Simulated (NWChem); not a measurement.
The numbers come from NWChem runs, not from measurements. System: NP, charge 0, spin multiplicity 1, at a geometry optimised with PBE0/def2-SVP. Level: B3LYP/cc-pVDZ, VWN1-RPA local correlation, spin-restricted.

The NWChem input:

```
start mol
memory heap 200 mb stack 900 mb global 1100 mb
geometry units angstroms nocenter noautoz noautosym
  N      0.000000     0.000000     1.014929
  P      0.000000     0.000000    -0.473634
end
basis spherical
  * library cc-pvdz
end
dft
  xc b3lyp
  semidirect memsize 60000000 filesize 0
  iterations 100
end
task dft energy
```

Part of the output:

```
             Northwest Computational Chemistry Package (NWChem) 7.3.0
             --------------------------------------------------------

                                NWChem Input Module
                                -------------------

 Scaling coordinates for geometry "geometry" by  1.889725989
 (inverse scale =  0.529177249)

                             Geometry "geometry" -> ""
                             -------------------------

 Output coordinates in angstroms (scale by  1.889725989 to convert to a.u.)

  No.       Tag          Charge          X              Y              Z
 ---- ---------------- ---------- -------------- -------------- --------------
    1 N                    7.0000     0.00000000     0.00000000     1.01492900
    2 P                   15.0000     0.00000000     0.00000000    -0.47363400

 Effective nuclear repulsion energy (a.u.)      37.3270134653

            Nuclear Dipole moment (a.u.)
            ----------------------------
        X                 Y               Z
 ---------------- ---------------- ----------------
     0.0000000000     0.0000000000    -0.0000132281


 Summary of "ao basis" -> "" (spherical)
 ------------------------------------------------------------------------------
       Tag                 Description            Shells   Functions and Types
 ---------------- ------------------------------  ------  ---------------------
 *                          cc-pvdz                   on all atoms

                                 NWChem DFT Module
                                 -----------------

 Summary of "ao basis" -> "ao basis" (spherical)
 ------------------------------------------------------------------------------
       Tag                 Description            Shells   Functions and Types
 ---------------- ------------------------------  ------  ---------------------
 N                          cc-pvdz                  6       14   3s2p1d
 P                          cc-pvdz                  8       18   4s3p1d

 Summary of "ao basis" -> "ao basis" (spherical)
 ------------------------------------------------------------------------------
[...]
 Vector   11  Occ=2.000000D+00  E=-3.215647D-01
              MO Center= -1.5D-09,  1.3D-09,  5.7D-01, r^2= 1.8D+00
   Bfn.  Coefficient  Atom+Function         Bfn.  Coefficient  Atom+Function
  ----- ------------  ---------------      ----- ------------  ---------------
     6      0.502027  1 N  pz                24     -0.367141  2 P  pz
    18      0.313304  2 P  s                  9      0.309940  1 N  pz
     3      0.290891  1 N  s                 27     -0.157810  2 P  pz
     2      0.125853  1 N  s                 16     -0.038389  2 P  s
    30     -0.034885  2 P  d  0              12     -0.027389  1 N  d  0

 Vector   12  Occ=0.000000D+00  E=-7.863996D-02
              MO Center= -1.4D-10,  1.8D-10, -5.1D-02, r^2= 2.2D+00
   Bfn.  Coefficient  Atom+Function         Bfn.  Coefficient  Atom+Function
  ----- ------------  ---------------      ----- ------------  ---------------
    26     -0.423381  2 P  py                25      0.406640  2 P  px
     8      0.322527  1 N  py                 5      0.313801  1 N  py
     7     -0.309774  1 N  px                 4     -0.301393  1 N  px
    23     -0.277090  2 P  py                22      0.266134  2 P  px
    29      0.090276  2 P  d -1              31      0.086707  2 P  d  1

 Vector   13  Occ=0.000000D+00  E=-7.863996D-02
              MO Center=  2.1D-10, -2.5D-10, -5.1D-02, r^2= 2.2D+00
   Bfn.  Coefficient  Atom+Function         Bfn.  Coefficient  Atom+Function
  ----- ------------  ---------------      ----- ------------  ---------------
    25      0.423381  2 P  px                26      0.406640  2 P  py
     7     -0.322527  1 N  px                 4     -0.313801  1 N  px
     8     -0.309774  1 N  py                 5     -0.301393  1 N  py
    22      0.277090  2 P  px                23      0.266134  2 P  py
    31      0.090276  2 P  d  1              29     -0.086707  2 P  d -1

 Vector   14  Occ=0.000000D+00  E= 8.023466D-02
              MO Center=  1.1D-10, -1.1D-10, -4.6D-01, r^2= 2.9D+00
   Bfn.  Coefficient  Atom+Function         Bfn.  Coefficient  Atom+Function
  ----- ------------  ---------------      ----- ------------  ---------------
    27      1.330941  2 P  pz                 3     -1.190997  1 N  s
    18      1.092595  2 P  s                  9      0.512062  1 N  pz
     6      0.236440  1 N  pz                30     -0.188422  2 P  d  0
    24      0.169658  2 P  pz                16     -0.108694  2 P  s
     2     -0.104579  1 N  s                  1      0.040829  1 N  s

 center of mass
 --------------
 x =   0.00000000 y =   0.00000000 z =  -0.01924749

 moments of inertia (a.u.)
 ------------------
          76.306310822441           0.000000000000           0.000000000000
           0.000000000000          76.306310822441           0.000000000000
           0.000000000000           0.000000000000           0.000000000000

     Multipole analysis of the density
     ---------------------------------

     L   x y z        total         alpha         beta         nuclear
     -   - - -        -----         -----         ----         -------
     0   0 0 0     -0.000000    -11.000000    -11.000000     22.000000

     1   1 0 0     -0.000000     -0.000000     -0.000000      0.000000
     1   0 1 0      0.000000      0.000000      0.000000      0.000000
     1   0 0 1     -0.973411     -0.486699     -0.486699     -0.000013

     2   2 0 0    -12.795322     -6.397661     -6.397661      0.000000
     2   1 1 0      0.000000      0.000000      0.000000      0.000000
     2   1 0 1      0.000000      0.000000      0.000000      0.000000
     2   0 2 0    -12.795322     -6.397661     -6.397661      0.000000
     2   0 1 1     -0.000000     -0.000000     -0.000000      0.000000
     2   0 0 2    -14.507558    -26.136681    -26.136681     37.765804

 Task  times  cpu:        2.9s     wall:        2.9s

 Total times  cpu:        3.0s     wall:        3.0s
```
